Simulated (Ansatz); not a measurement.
Basis sets compared for diborane tri Cl (B₂H₃Cl₃). The state is a singlet with charge 0. Geometry r2SCAN-D4/def2-SVP. Ansatz on 4 threads of Arm Neoverse N1 on a shared host; times are rough, and most runs start from earlier orbitals.

```xyz
8

B    -0.179   -0.070    0.851
Cl   -1.486    0.848    1.620
Cl    0.824   -1.177    1.793
H     0.583    0.798    0.139
B     0.118    0.139   -0.916
Cl    1.414   -0.759   -1.724
H    -0.589    0.902   -1.513
H    -0.685   -0.681   -0.250
```

B3LYP takes the VWN-RPA correlation.

Binding counts from free atoms (B doublet, Cl doublet, H doublet) in the same basis, without a counterpoise term.

```
                          level  functions  energy (Eh)  HOMO (eV)  LUMO (eV)  binding per atom (eV)  wall time
                      HF/STO-3G         40   -1414.2798     -11.01       4.66                   3.25      0.2 s
                       HF/6-31G         63   -1429.5330     -12.47       1.95                   2.28      0.5 s
                   HF/def2-TZVP        191   -1429.7542     -12.26       2.34                   2.58      2.1 s
                PBE-D4/def2-SVP         97   -1431.0936      -7.46      -2.03                   3.55      1.3 s
               PBE-D4/def2-TZVP        191   -1431.6235      -7.68      -2.33                   3.50      2.5 s
            r2SCAN-D4/def2-TZVP        191   -1432.1443      -8.04      -2.09                   3.47      5.5 s
                 B3LYP-D4/6-31G         63   -1432.1301      -8.90      -1.76                   3.16      1.1 s
             B3LYP-D4/def2-TZVP        191   -1432.3279      -8.81      -1.59                   3.38      3.6 s
               PBE0-D4/def2-SVP         97   -1431.2251      -8.93      -1.19                   3.50      1.7 s
PBE0-D4/def2-TZVP (with forces)        191   -1431.7479      -9.08      -1.43                   3.46      5.5 s
```

**Question.** Estimate the rows for PBE-D4/def2-TZVPD, r2SCAN-D4/def2-TZVPD, PBE0-D4/def2-TZVPD.

**Answer.** 
| level | functions | energy (Eh) | HOMO (eV) | LUMO (eV) | binding per atom (eV) | wall time |
| --- | --- | --- | --- | --- | --- | --- |
| PBE-D4/def2-TZVPD | 239 | -1431.6255 | -7.73 | -2.41 | 3.50 | 4.6 s |
| r2SCAN-D4/def2-TZVPD | 239 | -1432.1455 | -8.06 | -2.15 | 3.47 | 9.5 s |
| PBE0-D4/def2-TZVPD | 239 | -1431.7493 | -9.11 | -1.51 | 3.45 | 6.5 s |
